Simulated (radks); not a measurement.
Results of a calculation; reference values are marked as such.
Charge is removed step by step from the 6s down level of Hf+, starting from [Xe] 4f14 5d1 6s(up 1, down 1). Code: a radial shooting solver on a logarithmic mesh with Libxc functionals. Model: scalar-relativistic Kohn-Sham, PBE, spin-polarised, spherical densities, finite nucleus; open shells are filled with parallel spins first (spin-orbit coupling, left out, can overturn this in heavy ions); Fermi nuclear charge, rms radius 5.347 fm.

| removed (e) | E - E(0) (eV) | eigenvalue (eV) | E minus straight line (eV) |
|---|---|---|---|
| 0 | 0.000 | -11.590 | 0.000 |
| 0.125 | 1.496 | -12.347 | -0.338 |
| 0.25 | 3.086 | -13.109 | -0.580 |
| 0.375 | 4.772 | -13.877 | -0.727 |
| 0.5 | 6.555 | -14.654 | -0.778 |
| 0.625 | 8.435 | -15.442 | -0.731 |
| 0.75 | 10.414 | -16.244 | -0.584 |
| 0.875 | 12.494 | -17.041 | -0.338 |
| 1 | 14.665 | -17.560 | 0.000 |

Removing the whole electron costs 14.665 eV by Delta-SCF, against 11.590 eV from minus the eigenvalue at the starting occupation. Slater's transition state (half an electron removed) gives 14.654 eV. Integrating minus the eigenvalue over the occupation (Janak's theorem) gives 14.666 eV. In this scalar-relativistic scheme the density is built from large components alone, so the theorem holds only approximately. The mean slope of the eigenvalue, de/dn, is 5.97 eV per electron.
